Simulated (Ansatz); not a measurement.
System: sum formula CuOH (charge -1, doublet). The spin state was set by rule; other spins were not relaxed. 
Structure (B3LYP-D3(BJ)/def2-TZVP (Ansatz, an electronic-structure program) minimum search):
```
O
H 1 0.9661
Cu 1 1.8944 2 102.08
```
Charge -1, spin multiplicity 2.

Basis-set convergence of Hartree-Fock and MP2 correlation energies (hartree) with Ansatz. Valence correlation only, unless marked. Open shells are spin-unrestricted. No spin-orbit coupling. The frozen core is the preceding noble-gas configuration, with the filled d and f shells of earlier blocks. No relativistic terms.

```tsv
basis	functions	E(HF)	E(corr, MP2)
def2-SVPD	65	-1714.08934	-0.53384
def2-TZVPPD	124	___	___
```

Question: Fill in the missing entries.

Answer: 
- def2-TZVPPD, E(HF): -1714.40621
- def2-TZVPPD, E(corr, MP2): -0.77796
